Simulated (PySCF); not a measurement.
Positional isomers: pyridine mercapto. Gas-phase values, no solvent. One relaxed conformer stands for each flexible species; it need not be the lowest. Strings in code marks are SMILES.

The numbers are results of PBE-D3(BJ)/def2-TZVP // PBE-D3(BJ)/def2-SVP in PySCF, not measurements. All candidates: neutral, multiplicity 1. Excitations are Tamm–Dancoff values on a coarser integration grid. The basis has no diffuse functions, so Rydberg states are missing or too high.

The HOMO is -5.95 eV. The HOMO–LUMO gap is 4.09 eV and the T1 excitation (TDA) is 3.71 eV.

Q: Which member has these values?
A. `Sc1cccnc1` (H–S–C–C torsion 0°)
B. `Sc1ccncc1` (H–S–C–C torsion 0°)
C. `Sc1ccccn1` (H–S–C–N torsion 0°)

A: B, `Sc1ccncc1` (H–S–C–C torsion 0°). The others give `Sc1cccnc1` (H–S–C–C torsion 0°): -5.68 eV, 3.71 eV, 3.45 eV; `Sc1ccccn1` (H–S–C–N torsion 0°): -5.63 eV, 3.71 eV, 3.49 eV
